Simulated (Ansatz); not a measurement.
CH5FGeOSi can be A, `F[C@H]1O[Si@H]1[GeH3]`, or B, `O=[C]([SiH3])[GeH2][F]`.

Computed with Ansatz on PBE0-D4/def2-TZVP structures; ΔE is electronic, products minus reactants. CBS: MP2 limit from def2 TZ/QZ plus the TZ coupled-cluster correction, frozen cores. DFT in def2-TZVPP. B3LYP here is the variant with VWN-RPA as its local correlation; programs differ in this. For Ge outer-core shells are correlated without core-valence functions, which leaves a few kJ/mol of doubt a bond. Scalar relativity is left out up to krypton. One conformer a species, not always the lowest.

(1) Which isomer does CCSD(T)/CBS put lower? Give the gap. (Estimate.)

(2) Give E(B) − E(A) in kJ/mol with PBE-D4, HF/def2-TZVPP, B3LYP, PBE0-D4, CCSD(T)/def2-TZVPP, r2SCAN-D4, CCSD/def2-TZVPP. (Best estimate.)

Largest T1 diagnostic: 0.014.

Results:

(1) The calculation gave: B, by 50.7 kJ/mol.

(2) Computed: PBE-D4 -36.0, HF/def2-TZVPP -87.1, B3LYP -59.9, PBE0-D4 -32.5, CCSD(T)/def2-TZVPP -56.2, r2SCAN-D4 -38.8, CCSD/def2-TZVPP -57.9. None reverses the order clearly.

From PBE to PBE0 (25 % exact exchange), in def2-TZVPP and without D4, E(B) − E(A) moves by +3.4 kJ/mol. In def2-TZVPP, CCSD(T) changes the Hartree–Fock value by +31.0 kJ/mol (the triples alone add +1.7 kJ/mol) and MP2 by +32.4 kJ/mol.
